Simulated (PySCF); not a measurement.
# Polarisability and C₆ of As²⁺ (arsenic, charge +2)

[Ar] 3d10 4s2 4p1, 2P determinant. Computed with PySCF 2.14 in def2-TZVPPD, with the non-relativistic Hamiltonian (point nucleus). Coupled (time-dependent) response in atomic units; α is the mean over directions.

| method | mean α (bohr³) | α xx, yy, zz | C₆ (like pair) | S(−4) |
| --- | --- | --- | --- | --- |
| UHF | 11.38 | 11.44, 11.25, 11.44 | 50.35 | 46.84 |
| PBE | 10.57 | 10.48, 10.76, 10.48 | 45.60 | 39.37 |
| PBE0 | 10.73 | 10.70, 10.78, 10.70 | 46.51 | 40.62 |
| BLYP | 10.44 | 10.28, 10.74, 10.28 | 44.72 | 38.41 |

S(−4) is the Cauchy moment in α(ω) = α(0) + S(−4) ω² + …

Spin-orbit coupling is absent.

α(iu) at PBE0:

```json
{"u (hartree)": "0", "α(iu) (bohr³)": "10.73"}
{"u (hartree)": "0.0500", "α(iu) (bohr³)": "10.63"}
{"u (hartree)": "0.100", "α(iu) (bohr³)": "10.34"}
{"u (hartree)": "0.200", "α(iu) (bohr³)": "9.332"}
{"u (hartree)": "0.300", "α(iu) (bohr³)": "8.048"}
{"u (hartree)": "0.500", "α(iu) (bohr³)": "5.651"}
{"u (hartree)": "0.750", "α(iu) (bohr³)": "3.658"}
{"u (hartree)": "1.00", "α(iu) (bohr³)": "2.510"}
{"u (hartree)": "1.50", "α(iu) (bohr³)": "1.396"}
{"u (hartree)": "2.00", "α(iu) (bohr³)": "0.9024"}
{"u (hartree)": "3.00", "α(iu) (bohr³)": "0.4784"}
{"u (hartree)": "5.00", "α(iu) (bohr³)": "0.2063"}
```

A single London oscillator, α(iu) = α/(1 + u²/ω²), gives C₆ = (3/4) ω α². Matching the computed C₆ needs ω = 4 × 46.51 / (3 × 10.73²) = 0.539 hartree.

For an ion, C₆ is the dispersion term alone; charge-induced terms of lower order in 1/R come first.

The components differ because the open shell of this determinant is not spherical; for a pure term their mean is the scalar polarisability.
